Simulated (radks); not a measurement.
Valence configurations of C2+ (all share [He]). Method: scalar-relativistic Kohn-Sham, PBE, spin-polarised, spherical densities, point nucleus; open shells are filled with parallel spins first; computed with a radial shooting solver on a logarithmic mesh with Libxc functionals. Energies are relative to 2s2; eigenvalues in eV for spin up.

| valence | E (eV) | moment (Bohr magnetons) | e(2p) | e(2s) |
|---|---|---|---|---|
| 2s2 | 0.000 | 0 | - | -40.379 |
| 2s1.5 2p0.5 | 3.677 | 1 | -32.598 | -41.294 |
| 2s1 2p1 | 5.928 | 2 | -33.118 | -41.854 |
| 2p2 | 14.621 | 2 | -32.757 | - |

NIST lists [He] 2s2 as the ground configuration; this level of theory agrees among the configurations tried. The energies are those of spherical high-spin densities, not of single terms. No valid solution was reached for [He] 2s0.5 2p1.5.
